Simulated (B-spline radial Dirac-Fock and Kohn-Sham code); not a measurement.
**Tm³⁺ 4p3/2: cross section and angular parameters**

System: thulium as Tm³⁺, [Xe] 4f12; threshold 360.4 eV (orbital energy of the model). Calculated with a radial B-spline solver, using Dirac-Hartree-Slater photoionisation with a Latter tail; cross sections with all multipoles, angular parameters from the dipole term and its interference with E2.

Input file task.json (cfg lists n, l and occupation; rrms is the nuclear radius in fm):

```json
{"items": [{
  "Z": 69,
  "q": 3,
  "cfg": [[1, 0, 2], [2, 0, 2], [2, 1, 6], [3, 0, 2], [3, 1, 6], [3, 2, 10], [4, 0, 2], [4, 1, 6], [4, 2, 10], [4, 3, 12], [5, 0, 2], [5, 1, 6]],
  "A": 169,
  "rrms": 5.2256,
  "do": "xps",
  "hv": [60, 80, 85.5, 126.0, 141.0, 144.0, 400, 402.0, 484.0, 501.0, 516.0, 690.0, 889.0, 1480.0, 1486.9, 1670.0, 2380.0, 2520.0, 3610.0, 3890.0, 4000, 4750.0, 6000, 6520.0, 6890.0, 7010.0, 8047.8, 12100.0, 14100.0, 15000]
}]}
```

Command: `python xray2_run.py task.json out`

For linearly polarised light dσ/dΩ = σ/(4π) [1 + β P₂(cos θ) + (δ + γ cos²θ) sin θ cos φ], with θ from the polarisation vector and φ the angle between the beam and the projection of the electron momentum on the plane normal to the polarisation.

| hν (eV) | σ (kb) | β | γ | δ |
| --- | --- | --- | --- | --- |
| 400 | 249 | -0.371 | -0.171 | 0.062 |
| 402 | 249 | -0.347 | -0.173 | 0.063 |
| 484 | 225 | 0.365 | -0.055 | 0.079 |
| 501 | 220 | 0.460 | -0.016 | 0.077 |
| 516 | 215 | 0.534 | 0.017 | 0.075 |
| 690 | 168 | 1.046 | 0.258 | 0.045 |
| 889 | 126 | 1.309 | 0.304 | 0.022 |
| 1480 | ? | ? | ? | ? |
| 1486.9 | 61.5 | 1.593 | 0.125 | 0.002 |
| 1670 | 51.0 | 1.630 | 0.074 | 0.001 |
| 2380 | 27.6 | 1.705 | -0.032 | 0.002 |
| 2520 | 24.9 | 1.713 | -0.039 | 0.002 |
| 3610 | 12.4 | 1.736 | 0.010 | 0.006 |
| 3890 | 10.6 | 1.736 | 0.040 | 0.007 |
| 4000 | 10.0 | 1.735 | 0.053 | 0.007 |
| 4750 | 6.96 | 1.729 | 0.155 | 0.009 |
| 6000 | 4.16 | 1.710 | 0.350 | 0.013 |
| 6520 | 3.44 | 1.700 | 0.434 | 0.015 |
| 6890 | 3.03 | 1.692 | 0.494 | 0.016 |
| 7010 | 2.91 | 1.690 | 0.513 | 0.016 |
| 8047.8 | 2.10 | 1.668 | 0.678 | 0.020 |
| 12100 | 0.760 | 1.579 | 1.245 | 0.038 |
| 14100 | 0.510 | 1.537 | 1.483 | 0.049 |
| 15000 | 0.432 | 1.519 | 1.581 | 0.054 |

Problem. Give the values at 1480 eV.

Solution. σ = 61.9 kb, β = 1.592, γ = 0.127, δ = 0.002.
